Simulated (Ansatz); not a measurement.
Reaction (formal hydrolysis of the Hf–Cl bond): `[NH2][Hf]([NH2])([F])[Cl]` + H₂O → `[NH2][Hf]([NH2])([OH])[F]` + HCl

Computed with Ansatz on PBE0-D4/def2-TZVP structures; ΔE is electronic, products minus reactants. CBS: MP2 limit from def2 TZ/QZ plus the TZ coupled-cluster correction, frozen cores. This one scheme is used for every species. Elements past krypton have def2 core potentials. For Hf outer-core shells are correlated without core-valence functions, which leaves a few kJ/mol of doubt a bond. One conformer a species, not always the lowest.

| species | CCSD/def2-TZVPP energy (Eh) |
| --- | --- |
| `[NH2][Hf]([NH2])([F])[Cl]` | -719.24079 |
| H₂O | -76.32939 |
| `[NH2][Hf]([NH2])([OH])[F]` | -335.23269 |
| HCl | -460.32332 |

(1) Work out ΔE.

Largest T1 diagnostic among the species: 0.015.

Answers

(1) ΔE = (-335.23269) + (-460.32332) − (-719.24079) − (-76.32939) = 0.01417 Eh = +8.9 kcal/mol. CCSD(T)/CBS gives +9.8 kcal/mol.

Leaving LDA and LC-ωPBE aside and taking each functional with its dispersion term where it has one, the values, not all of them listed here, spread over 2.8 kcal/mol, from CAM-B3LYP-D4 to HSE06-D4. LDA lies −1.0 kcal/mol from PBE without D4. From PBE to PBE0 (25 % exact exchange), in def2-TZVPP and without D4, ΔE moves by +1.0 kcal/mol. At CCSD(T), def2-SVP lies −3.3 kcal/mol from the extrapolated value and def2-TZVPP −0.7 kcal/mol.
